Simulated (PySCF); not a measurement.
**Working out the ionisation energy of Si⁺**

Si⁺ [Ne] 3s2 3p1 (2P) → Si²⁺ [Ne] 3s2 (1S). Calculation: PySCF 2.14, in cc-pV(D+d)Z; the non-relativistic Hamiltonian (point nucleus). Frozen: [Ne]. Energies in hartree (1 hartree = 27.21139 eV):

```tsv
part	Si⁺ (lower)	Si²⁺ (upper)
UHF	-288.569424	-287.988061
CCSD correlation	-0.054060	-0.043673
(T)	-0.000677	0.000000
```

Question: What does Hartree-Fock give?

Answer: (-287.988061) − (-288.569424) = 0.581363 hartree = 15.820 eV.

Question: What do CCSD and CCSD(T) give?

Answer: The CCSD correlation energies differ by 0.010387 hartree = 0.283 eV and the triples by 0.000677 hartree = 0.018 eV, so CCSD gives 16.103 eV and CCSD(T) 16.121 eV.

Measured between the centres of the two terms (NIST): 16.322 eV, so CCSD(T) (valence) is off by -0.201 eV.

What remains against the reference includes basis incompleteness, the frozen core and higher excitations.
